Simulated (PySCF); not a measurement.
Transoidal hexafluoroacetone imine, C3HF6N.
SMILES with atom numbers: `[NH:1]=[C:2]([C:3]([F:4])([F:5])[F:6])[C:7]([F:8])([F:9])[F:10]` (hydrogens: H11 on N1)

The same species was optimised twice, with GFN2-xTB and with PBE0-D3(BJ)/def2-SVP (PySCF), and the same property calculations (PySCF, gas phase) were run on both structures.

```csv
coordinate,GFN2-xTB,PBE0-D3(BJ)/def2-SVP,change
N1=C2 (Å),1.242,1.257,+0.015
C2–C7 (Å),1.541,1.529,-0.012
C3–F4 (Å),1.325,1.317,-0.008
C7–F9 (Å),1.339,1.333,-0.006
C7–F8 (Å),1.333,1.327,-0.006
C7–F10 (Å),1.333,1.327,-0.006
C3–F5 (Å),1.336,1.333,-0.003
C3–F6 (Å),1.336,1.333,-0.003
C2–C3 (Å),1.528,1.526,-0.002
N1–C2–C7 (°),125.9,124.3,-1.6
C3–C2–C7 (°),115.0,116.4,+1.4
C2–C7–F8 (°),112.1,110.9,-1.2
C2–C3–F6 (°),111.2,110.2,-1.0
F4–C3–F5 (°),107.7,108.6,+0.9
C2–C7–F10 (°),112.3,111.3,-1.0
C2–C3–F5 (°),111.1,110.1,-1.0
F4–C3–F6 (°),107.7,108.6,+0.9
N1–C2–C3–F4 (°),-2,-7,-5
N1–C2–C7–F8 (°),118,111,-7
```

Rotational constants: A = 2171, B = 1042, C = 933.2 MHz (GFN2-xTB) against A = 2184, B = 1051, C = 942.5 MHz (PBE0-D3(BJ)/def2-SVP).

On the GFN2-xTB structure: HOMO (eV) -9.17 [PBE0/pcSseg-1]; LUMO (eV) -2.13 [PBE0/pcSseg-1]; dipole (D) 1.89 [PBE0/pcSseg-1]; GIAO shielding of N1 (ppm) -106.0 [PBE0/pcSseg-1]; GIAO shielding of C2 (ppm) 27.6 [PBE0/pcSseg-1]; GIAO shielding of C3 (ppm) 60.0 [PBE0/pcSseg-1]; GIAO shielding of F4/F5/F6 (mean) (ppm) 256.6 [PBE0/pcSseg-1]; GIAO shielding of C7 (ppm) 62.2 [PBE0/pcSseg-1]; GIAO shielding of F8/F9/F10 (mean) (ppm) 258.7 [PBE0/pcSseg-1].

**Question.** What do these properties become on the PBE0-D3(BJ)/def2-SVP structure?

**Answer.** 
```tsv
property	level	on GFN2-xTB	on PBE0-D3(BJ)/def2-SVP	change
HOMO (eV)	PBE0/pcSseg-1	-9.17	-9.33	-0.16
LUMO (eV)	PBE0/pcSseg-1	-2.13	-2.10	+0.03
dipole (D)	PBE0/pcSseg-1	1.89	1.67	-0.22
energy, GFN2-xTB geometry as zero (kcal/mol)	PBE0/pcSseg-1	0.0	-1.1	-1.1
GIAO shielding of N1 (ppm)	PBE0/pcSseg-1	-106.0	-105.9	+0.1
GIAO shielding of C2 (ppm)	PBE0/pcSseg-1	27.6	20.1	-7.5
GIAO shielding of C3 (ppm)	PBE0/pcSseg-1	60.0	61.0	+1.0
GIAO shielding of F4/F5/F6 (mean) (ppm)	PBE0/pcSseg-1	256.6	260.1	+3.5
GIAO shielding of C7 (ppm)	PBE0/pcSseg-1	62.2	63.4	+1.2
GIAO shielding of F8/F9/F10 (mean) (ppm)	PBE0/pcSseg-1	258.7	263.5	+4.8
```

The heavy atoms differ by 0.101 Å rms after alignment. Among bonds between heavy atoms N1=C2 changes most (+0.015 Å). Changes are differences of the printed values. Neither structure is proved a minimum here.

The values belong to the conformer `[NH:1]=[C:2]([C:3]([F:4])([F:5])[F:6])[C:7]([F:8])([F:9])[F:10]`: N1–C2–C3–F4 -7°, N1–C2–C7–F8 111°.
